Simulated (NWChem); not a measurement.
System: CoHSCl, quartet; SMILES [SH][Co][Cl]

```xyz
4

Co    -0.0147    -0.0440    -0.0002
Cl    -0.0238    -2.1651    -0.0005
S     -0.0631     2.1478    -0.0002
H     -1.4172     2.1668     0.0105
```
Atoms are numbered in this order, from 1.

Results from NWChem. Pople sets run with spherical d functions. Spin-unrestricted. Geometry: optimised at PBE0/def2-SVP, spin-unrestricted. This spin state was assumed; another may lie lower. No stability test was run on the SCF state. Vzz is the largest principal value of the second derivative of the potential at the nucleus (NWChem prints the opposite sign); η is the asymmetry. Non-relativistic.

```tsv
level	Vzz Co1 (a.u.)	η Co1	Vzz Cl2 (a.u.)	η Cl2	Vzz S3 (a.u.)	η S3
CAM-B3LYP/def2-SVP	-1.227	0.48	0.943	0.04	1.710	0.46
B3LYP/6-31G*	-0.977	0.05	0.722	0.01	1.623	0.43
B3LYP/def2-SVP	[?]	[?]	[?]	[?]	[?]	[?]
```

Some entries are withheld; supply them.


- B3LYP/def2-SVP, Vzz Co1 (a.u.): 3.505
- B3LYP/def2-SVP, η Co1: 0.42
- B3LYP/def2-SVP, Vzz Cl2 (a.u.): 0.912
- B3LYP/def2-SVP, η Cl2: 0.16
- B3LYP/def2-SVP, Vzz S3 (a.u.): 1.770
- B3LYP/def2-SVP, η S3: 0.51
